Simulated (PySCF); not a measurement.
Gas-phase reaction: Au + HF → AuF + H

Method: PySCF energies (xtb for GFN2) plus ideal-gas RRHO corrections (1 bar). † marks an energy on the PBE0/def2-TZVP geometry and frequencies; other levels use their own. CCSD(T) freezes the core. Open shells (unrestricted): Au (multiplicity 2), H (multiplicity 2); the rest are closed-shell singlets. GFN2 has no spin-polarisation term. Au: scalar-relativistic def2 core potential, no spin-orbit coupling. CCSD(T) isn't extrapolated to the basis-set limit. Warning, large T1 diagnostic: AuF (CCSD(T)/def2-TZVPP†).

```csv
level,"ΔH°(298 K), kJ"
BLYP/def2-TZVP†,___
CCSD(T)/def2-TZVPP†,___
GFN2-xTB,122
HF/def2-TZVP†,284
PBE/def2-SVP,___
PBE/def2-TZVP†,255
PBE0/def2-SVP†,267
PBE0/def2-TZVP,279
r2SCAN/def2-TZVP†,259
ωB97M-V/def2-TZVP†,___
ωB97X-V/def2-TZVP†,265
```

Question: Fill in the missing entries.

Answer: 
- BLYP/def2-TZVP†, ΔH°(298 K), kJ: 263
- CCSD(T)/def2-TZVPP†, ΔH°(298 K), kJ: 288
- PBE/def2-SVP, ΔH°(298 K), kJ: 235
- ωB97M-V/def2-TZVP†, ΔH°(298 K), kJ: 273
